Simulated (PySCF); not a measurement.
Two species compared at the same levels of theory.

First species: C7H8O.
InChI=1S/C7H8O/c1-3-7-5-8-4-6(7)2/h1H,4-5H2,2H3

Second species: CdMe(SMe), C₂H₆CdS (singlet state).
Bonds: Cd1–C2, Cd1–S6, S6–C7. Hydrogens: H3, H4, H5 on C2; H8, H9, H10 on C7.

Levels: B3LYP/def2-SVPD for dipole moment, HOMO energy, LUMO energy, HOMO–LUMO gap and static isotropic polarisability; TDDFT B3LYP/def2-SVPD for lowest singlet excitation; PBE0-D3(BJ)/def2-SVP for rotational constant A and rotational constant C. Geometries: PBE0-D3(BJ)/def2-SVP. Each species is one conformer at its optimised geometry, gas phase (atoms past krypton carry core potentials, spin–orbit coupling is left out). Electronic properties by PySCF.

Question: Which of the two has the higher rotational constant C, and by how much?

Answer: The second: 1.339 GHz against 1.185 GHz, a difference of 0.154 GHz.

Question: Which of the two has the higher S1 energy, and by how much?

Answer: The first: 4.99 eV against 4.17 eV, a difference of 0.82 eV.

Question: Which of the two has the higher HOMO energy, and by how much?

Answer: The second: -6.14 eV against -6.39 eV, a difference of 0.25 eV.

Question: Which of the two has the higher HOMO–LUMO gap, and by how much?

Answer: The first: 5.40 eV against 5.20 eV, a difference of 0.20 eV.

Question: Which of the two has the higher LUMO energy, and by how much?

Answer: The second: -0.94 eV against -0.99 eV, a difference of 0.05 eV.

Question: Which of the two has the higher static isotropic polarisability, and by how much?

Answer: The first: 89.2 au against 84.4 au, a difference of 4.8 au.

Question: Which has the higher dipole moment?

Answer: The second: 2.04 D against 1.69 D, a difference of 0.35 D.

Question: Which has the higher rotational constant A?

Answer: The second: 13.327 GHz against 3.262 GHz, a difference of 10.065 GHz.

On the first: In wavenumbers S1 is 40300 cm⁻¹ (1 eV = 8065.54 cm⁻¹). The principal polarisabilities are 59.8, 84.1 and 123.6 au; their mean is the isotropic value.

On the second: No computed singlet falls in the visible range (750 to 380 nm, 1.65 to 3.26 eV); S1 lies 0.91 eV above its blue end. The polarisability is 12.51 Å³ as a volume (1 au = 0.148185 Å³). Atoms past krypton carry effective core potentials; spin–orbit coupling is left out.
